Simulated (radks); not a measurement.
K4+, 15 electrons, occupied as [Ne] 3s2 3p2.5 4p0.5 (fractional occupations, a model configuration).

Method: scalar-relativistic Kohn-Sham, SCAN, spin-polarised, spherical densities, finite nucleus; open shells are filled with parallel spins first; meta-GGA in the generalised Kohn-Sham scheme; Fermi nuclear charge, rms radius 3.4349 fm; computed with a radial shooting solver on a logarithmic mesh with Libxc functionals.

Energy parts (hartree):
total: -596.24170
kinetic: 599.99897
electron-nucleus: -1383.09900
Hartree: 218.54870
exchange-correlation: -31.69037

Orbitals (lengths in bohr, moments of r in powers of bohr; r(max) is where P^2 peaks; r(90%) holds 90 % of the orbital's charge):
| orbital | occ. | eigenvalue (hartree) | r(max) | r(90%) | <r^2> | <r^4> |
|---|---|---|---|---|---|---|
| 1s up | 1 | -132.7329 | 0.05304 | 0.145 | 0.008844 | 0.0002021 |
| 1s down | 1 | -132.6890 | 0.05303 | 0.145 | 0.008839 | 0.0002019 |
| 2s up | 1 | -15.76508 | 0.3169 | 0.600 | 0.1759 | 0.05517 |
| 2s down | 1 | -15.73986 | 0.3173 | 0.599 | 0.1755 | 0.05455 |
| 2p up | 3 | -13.01152 | 0.2619 | 0.575 | 0.1504 | 0.04741 |
| 2p down | 3 | -12.96320 | 0.2625 | 0.574 | 0.1501 | 0.04685 |
| 3s up | 1 | -3.56809 | 1.029 | 1.70 | 1.518 | 3.523 |
| 3s down | 1 | -3.33154 | 1.028 | 1.72 | 1.556 | 3.739 |
| 3p up | 2.5 | -2.85867 | 1.069 | 1.83 | 1.712 | 4.681 |
| 4p up | 0.5 | -1.08095 | 2.797 | 4.20 | 9.803 | 135.1 |

The highest occupied level is 4p up at -29.414 eV. The electron density at the nucleus is 5218 e/bohr^3 (large components only). Summed over all electrons, <r^2> = 13.53 bohr^2, which gives a Langevin (diamagnetic) susceptibility term of -10.7 x 10^-6 cm^3/mol. The density falls to 0.001 e/bohr^3 at r = 3.58 bohr. The spin density at the nucleus is 0.3977 e/bohr^3 (1s -0.9830, 2s 0.7071, 3s 0.6737). Spin moment in Bohr magnetons: 3.

Empty levels of this run are not shown, since the potential may be unsettled where no density lies.
